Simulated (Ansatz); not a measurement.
Ansatz (a quantum-chemistry and plane-wave program) input (CCSD(T)/aug-cc-pV(D+d)Z):
A basis named .json is the Basis Set Exchange file of that set.

Ansatz 0.2 input:
```yaml
crystal:
  periodic: [false, false, false]
  atoms:
    - {symbol: Si, position_ang: [0.13051821, -0.08361283, -0.60592324]}
    - {symbol: N, position_ang: [-1.41191328, 0.60567262, -0.12005231]}
    - {symbol: Si, position_ang: [-2.84027748, -0.23187907, 0.29873323]}
    - {symbol: O, position_ang: [1.28093478, 0.31071578, 0.43445428]}
    - {symbol: Si, position_ang: [3.03667900, -0.03607349, 0.31041200]}
    - {symbol: H, position_ang: [-0.19261599, -1.53969652, -0.68104922]}
    - {symbol: H, position_ang: [0.43443802, 0.39240022, -1.98292945]}
    - {symbol: H, position_ang: [-1.39292148, 1.59019116, 0.10469243]}
    - {symbol: H, position_ang: [-3.87186037, 0.75736511, 0.72276743]}
    - {symbol: H, position_ang: [-3.41681936, -1.00404963, -0.83647441]}
    - {symbol: H, position_ang: [-2.68504354, -1.20881838, 1.41150828]}
    - {symbol: H, position_ang: [3.27702941, 0.64358704, -1.06313111]}
    - {symbol: H, position_ang: [2.90683158, -1.43449781, -0.35575993]}
basis:
  gaussian:
    orbitals: aug-cc-pV_D+d_Z.json
total_charge: -1
magnetization: {spin_polarized: false}
correlation: {method: ccsd_t, electrons: outside_noble_gas}
output: {forces: true}
```

End of the output:

```
Total energy: -27258.07810459 eV, -1001.7158941547 hartree
Atom 0 at     0.130518    -0.083613    -0.605923 Å, force    -0.269403    -0.379548    -0.732281 eV/Å
Atom 1 at    -1.411913     0.605673    -0.120052 Å, force     0.196584     0.176637    -0.128545 eV/Å
Atom 2 at    -2.840277    -0.231879     0.298733 Å, force    -0.545511    -0.316732     0.164799 eV/Å
Atom 3 at     1.280935     0.310716     0.434454 Å, force     0.123310     0.426991     0.826333 eV/Å
Atom 4 at     3.036679    -0.036073     0.310412 Å, force     0.550210    -0.109196    -0.025302 eV/Å
Atom 5 at    -0.192616    -1.539697    -0.681049 Å, force    -0.035277    -0.144159    -0.004074 eV/Å
Atom 6 at     0.434438     0.392400    -1.982929 Å, force     0.042709     0.036747    -0.127603 eV/Å
Atom 7 at    -1.392921     1.590191     0.104692 Å, force    -0.001730     0.415074     0.089848 eV/Å
Atom 8 at    -3.871860     0.757365     0.722767 Å, force    -0.075300     0.083200     0.030893 eV/Å
Atom 9 at    -3.416819    -1.004050    -0.836474 Å, force    -0.037511    -0.067372    -0.099805 eV/Å
Atom 10 at    -2.685044    -1.208818     1.411508 Å, force     0.023403    -0.084610     0.092222 eV/Å
Atom 11 at     3.277029     0.643587    -1.063131 Å, force     0.032049     0.064084    -0.066722 eV/Å
Atom 12 at     2.906832    -1.434498    -0.355760 Å, force    -0.003532    -0.101116    -0.019764 eV/Å
Dipole moment:    -2.083893     0.220226    -0.173849 e Å
```

It need not be the lowest isomer of its formula. Whether it binds its extra electron was not tested at this geometry.
